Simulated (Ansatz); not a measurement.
Geometry optimisation, RKS LDA/cc-pVDZ (Ansatz 0.2.0).

The input (input.yaml):

```yaml
crystal:
  periodic: [false, false, false]
  atoms:
    - { symbol: "N", position_ang: [-0.5222, 1.3653, -1.1882] }
    - { symbol: Al, position_ang: [-0.2782, -0.081, -0.0405] }
    - { symbol: "N", position_ang: [1.3823, -0.9677, -0.0552] }
    - { symbol: S, position_ang: [-1.8505, -0.7721, 1.341] }
    - { symbol: H, position_ang: [-1.31726, 1.178, -1.85372] }
    - { symbol: H, position_ang: [-0.74567, 2.24029, -0.64981] }
    - { symbol: H, position_ang: [1.804, -0.9274, 0.9413] }
    - { symbol: H, position_ang: [1.2642, -1.9565, -0.2629] }
    - { symbol: H, position_ang: [-1.4897, 0.0919, 2.4158] }
basis:
  gaussian: { orbitals: cc-pVDZ }
hamiltonian:
  xc: lda
relax:
  f_tol: 0.015
  max_steps: 40
```

Command:

```bash
$ ansatz run input.yaml --threads 1 --pin off --max-ram 2048MiB --backend cpu --events-out ev --progress --plain --runs-dir out
```

Problem. Where does it end, and by what steps?

Solution. The run converged. After 14 steps the energy has fallen by 1.062 eV; H8 moved furthest, 1.25 Å.

```json
{"step": "0", "energy less start (eV)": "0.0000", "largest force component (eV/Å)": "1.536", "accepted": "yes"}
{"step": "1", "energy less start (eV)": "-0.1596", "largest force component (eV/Å)": "0.654", "accepted": "yes"}
{"step": "2", "energy less start (eV)": "-0.1942", "largest force component (eV/Å)": "0.232", "accepted": "yes"}
{"step": "3", "energy less start (eV)": "-0.2556", "largest force component (eV/Å)": "0.556", "accepted": "yes"}
{"step": "4", "energy less start (eV)": "-0.4029", "largest force component (eV/Å)": "0.835", "accepted": "yes"}
{"step": "5", "energy less start (eV)": "-0.5497", "largest force component (eV/Å)": "1.182", "accepted": "yes"}
{"step": "6", "energy less start (eV)": "-0.7199", "largest force component (eV/Å)": "0.868", "accepted": "yes"}
{"step": "7", "energy less start (eV)": "-0.8975", "largest force component (eV/Å)": "0.500", "accepted": "yes"}
{"step": "8", "energy less start (eV)": "-0.9874", "largest force component (eV/Å)": "0.487", "accepted": "yes"}
{"step": "9", "energy less start (eV)": "-1.0144", "largest force component (eV/Å)": "0.335", "accepted": "yes"}
{"step": "10", "energy less start (eV)": "-1.0471", "largest force component (eV/Å)": "0.224", "accepted": "yes"}
{"step": "11", "energy less start (eV)": "-1.0506", "largest force component (eV/Å)": "0.254", "accepted": "yes"}
{"step": "12", "energy less start (eV)": "-1.0570", "largest force component (eV/Å)": "0.055", "accepted": "yes"}
{"step": "13", "energy less start (eV)": "-1.0611", "largest force component (eV/Å)": "0.026", "accepted": "yes"}
{"step": "14", "energy less start (eV)": "-1.0617", "largest force component (eV/Å)": "0.007", "accepted": "yes"}
```

```xyz
9
Properties=species:S:1:pos:R:3
N -0.708 1.165 -0.881
Al -0.269 -0.163 0.217
N 1.294 -1.002 0.104
S -1.667 -0.805 1.793
H -1.666 1.492 -1.039
H -0.054 1.662 -1.493
H 1.658 -1.621 0.835
H 1.926 -0.985 -0.702
H -2.267 0.427 1.814
```

The run took 23 s on 1 thread of Intel(R) Xeon(R) 6975P-C (Granite Rapids), with other jobs on the host, peak memory 0.15 GiB.
